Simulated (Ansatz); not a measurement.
C2H8BBrGaN (`C[N](C)[GaH][BH]Br`) at its PBE0-D4/def2-TZVP geometry, where that method's forces vanish. Charge 0, multiplicity 1.

```xyz
14

C    -1.4638   -1.2991    0.4406
N    -0.3342   -0.4450    0.1797
C     0.8966   -0.9828    0.6984
Ga   -0.4653    1.1461   -0.7135
B     1.2930    2.2460   -0.9862
Br    1.2216    3.9182   -1.8975
H    -1.6103   -1.4543    1.5197
H    -1.3299   -2.2929   -0.0112
H    -2.3784   -0.8634    0.0345
H     1.7334   -0.3150    0.4866
H     1.1256   -1.9633    0.2559
H     0.8457   -1.1269    1.7876
H    -1.9246    1.4879   -1.1702
H     2.3905    1.9444   -0.6243
```

(1) What forces (eV/Å) does PBE-D4/def2-TZVPP give on these atoms in Ansatz 0.2.0? (Best estimate.)

## Answers

(1) Ansatz gave: 
```
C1  -0.132 -0.039 -0.004
N2  -0.019 -0.092  0.046
C3   0.151 -0.005  0.031
Ga4  0.121  0.478 -0.238
B5  -0.154 -0.190  0.074
Br6 -0.013  0.185 -0.102
H7  -0.024 -0.043  0.218
H8   0.031 -0.206 -0.080
H9  -0.179  0.086 -0.080
H10  0.160  0.132 -0.043
H11  0.039 -0.202 -0.080
H12 -0.016 -0.040  0.217
H13 -0.098 -0.022 -0.006
H14  0.131 -0.041  0.045
```
